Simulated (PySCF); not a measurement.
## Correlation energy of B⁺ (boron, charge +1)

[He] 2s1 3s1, high-spin 3S determinant (an excited configuration). All numbers are calculated (PySCF 2.14, scalar relativity by spin-free X2C-1e, in dyall-av3z). Frozen: 1s2; 2 electrons correlated; the 13 highest virtual orbitals of each spin left out.

Total MP2 correlation energy: -3.45 mhartree.

Same-spin part -3.45 and opposite-spin part 0.00 mhartree; SCS-MP2 scales them by 1/3 and 6/5 to -1.15 mhartree.
